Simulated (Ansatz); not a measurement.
Ta₃B₃. Total charge 0; quintet. Geometry PBE-D4/def2-SVP; atoms count from 1.

```xyz
6

Ta    1.986    1.084    1.495
Ta   -1.564    0.035   -0.431
Ta   -0.430    1.304    1.541
B    -0.925   -1.366   -1.832
B     0.593   -0.030    0.233
B     0.339   -1.027   -1.006
```

In the def2 sets Ta takes a core potential; there is no spin–orbit coupling. At PBE0-D4/def2-TZVP a broken-symmetry singlet of charge 0 lies 0.30 eV below the quintet, each at its own geometry. The structure comes from a short search, and lower isomers may exist.

Q: Estimate the Mulliken populations from the PBE0/def2-TZVP orbitals of Ansatz.

A: 
| atom | charge (e) | spin (α − β) | d electrons |
| --- | --- | --- | --- |
| Ta1 | 0.09 | 2.36 | 3.42 |
| Ta2 | 0.01 | 1.20 | 3.51 |
| Ta3 | 0.02 | 0.19 | 3.53 |
| B4 | -0.07 | 0.25 | – |
| B5 | 0.05 | -0.24 | – |
| B6 | -0.11 | 0.25 | – |
Mulliken values depend strongly on the basis.

Q: Where does the spin sit?

A: Summed by element: Ta 3.74, B 0.26, of 4 unpaired in all. Largest on single atoms: Ta1 2.36, Ta2 1.20, B4 0.25.

Q: And the Mayer bond orders between heavy atoms (over 0.3)?

A: Ta1–Ta3 2.44 (2.43 Å); Ta1–B5 0.86 (2.19 Å); Ta2–Ta3 1.68 (2.60 Å); Ta2–B4 1.60 (2.08 Å); Ta2–B5 0.57 (2.26 Å); Ta2–B6 1.05 (2.25 Å); Ta3–B5 0.86 (2.13 Å); B4–B6 1.45 (1.55 Å); B5–B6 0.88 (1.61 Å).
